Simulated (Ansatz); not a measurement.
Reaction (formal exchange of groups at a B–Si bond): `CB[SiH2]OC` + dimethyl ether → `CBCOC` + `CO[SiH3]`

Program: Ansatz. Geometries: PBE0-D4/def2-TZVP. ΔE: electronic, gas phase. CCSD(T)/CBS adds triple-zeta CCSD(T) − MP2 to the extrapolated MP2 energy (def2 sets, frozen cores). DFT in def2-TZVPP. One conformer a species, not always the lowest.

`CB[SiH2]OC`:

Cartesian coordinates in Å:
```
C -1.652 0.026 1.211
B -0.379 -0.858 1.294
Si 0.991 -1.065 -0.169
O 0.662 -0.241 -1.566
C 0.726 1.162 -1.624
H -1.350 0.967 1.704
H -2.497 -0.344 1.796
H -1.980 0.295 0.205
H -0.156 -1.443 2.322
H 1.080 -2.497 -0.567
H 2.333 -0.642 0.350
H 1.741 1.527 -1.420
H 0.442 1.480 -2.629
H 0.041 1.634 -0.908
```

`COC`:

```xyz
9

C    -0.019    0.807    0.835
O    -0.355    0.559   -0.500
C    -0.022   -0.741   -0.894
H    -0.549    0.127    1.518
H    -0.308    1.833    1.065
H     1.061    0.694    1.008
H    -0.553   -1.494   -0.292
H    -0.312   -0.856   -1.938
H     1.057   -0.928   -0.801
```

`CBCOC`:

```xyz
14

C     0.961   -0.142    2.007
B    -0.273   -0.721    1.268
C    -0.639   -0.371   -0.205
O     0.225    0.555   -0.813
C    -0.139    0.851   -2.130
H     1.755   -0.896    1.881
H     0.824   -0.038    3.086
H     1.342    0.784    1.574
H    -0.994   -1.521    1.804
H    -0.684   -1.312   -0.787
H    -1.685   -0.003   -0.217
H     0.579    1.572   -2.521
H    -1.147    1.288   -2.182
H    -0.123   -0.047   -2.766
```

`CO[SiH3]`:

```xyz
9

C    -0.844    0.270    1.034
O    -0.266    0.734   -0.164
Si    0.793   -0.168   -1.036
H    -1.431   -0.641    0.871
H    -1.509    1.046    1.416
H    -0.081    0.062    1.794
H     1.169    0.647   -2.214
H     0.167   -1.449   -1.471
H     2.001   -0.500   -0.229
```

```csv
species,B2PLYP energy (Eh)
`CB[SiH2]OC`,-470.99911
`COC`,-154.95876
`CBCOC`,-219.67428
`CO[SiH3]`,-406.29710
```

(1) Work out ΔE.

Largest T1 diagnostic among the species: 0.011.

Answers

(1) ΔE = (-219.67428) + (-406.29710) − (-470.99911) − (-154.95876) = -0.01351 Eh = -35.5 kJ/mol. CCSD(T)/CBS gives -32.2 kJ/mol.
